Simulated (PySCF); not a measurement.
An unknown gives this computed stick spectrum. The calculation used PySCF, TDDFT CAM-B3LYP/def2-SVPD, vertical, gas phase, core orbitals frozen in the response. Geometries: GFN2-xTB, one conformer each.

| state | λ (nm) | f |
| --- | --- | --- |
| S1 | 241.9 | 0.0007 |
| S2 | 201.7 | 0.0067 |
| S3 | 185.5 | 0.0018 |
| S4 | 172.4 | 0.0083 |
| S5 | 167.9 | 0.319 |
| S6 | 165.6 | 0.077 |
| S7 | 160.8 | 0.0039 |
| S8 | 156.9 | 0.0027 |

Triplets computed (Tamm–Dancoff): 4.44, 4.62, 5.63 eV.

Task: Which candidate is it? All have the formula C6H9ClO.
A. `C=CC[C@@H](C)C(=O)Cl`
B. `C=C(C(=O)Cl)C(C)C`
C. `[C@H]1(Cl)[C@H](CC1)[C@@H]1OC1`
D. `CC/C=C(\C)C(=O)Cl`

Result: A. Its S1 lies at 5.13 eV; the nearest of the others has S1 at 4.64 eV. S1 is HOMO-1→LUMO (90%). S1 has the pattern of n→π* at C=O. At the same level the other candidates give, for their lowest levels:
- `C=C(C(=O)Cl)C(C)C`: 270 nm (f 0.000); 220 nm (f 0.115); 203 nm (f 0.046); 192 nm (f 0.073); 180 nm (f 0.001); T1 3.65 eV; HOMO -9.62, LUMO -1.00 eV
- `CC/C=C(\C)C(=O)Cl`: 267 nm (f 0.000); 225 nm (f 0.340); 205 nm (f 0.001); 192 nm (f 0.083); 174 nm (f 0.000); T1 3.44 eV; HOMO -9.20, LUMO -0.88 eV
- `Cl[C@@H]1CC[C@@H]1[C@H]1CO1`: 169 nm (f 0.005); 168 nm (f 0.003); 159 nm (f 0.006); 156 nm (f 0.011); 155 nm (f 0.009); T1 6.71 eV; HOMO -9.35, LUMO 1.20 eV

Conformer computed: `[CH2:1]=[CH:2][CH2:3][C@@H:4]([CH3:5])[C:6](=[O:7])[Cl:8]`: C1–C2–C3–C4 121°, C2–C3–C4–C5 174°, C3–C4–C6–O7 -87°.
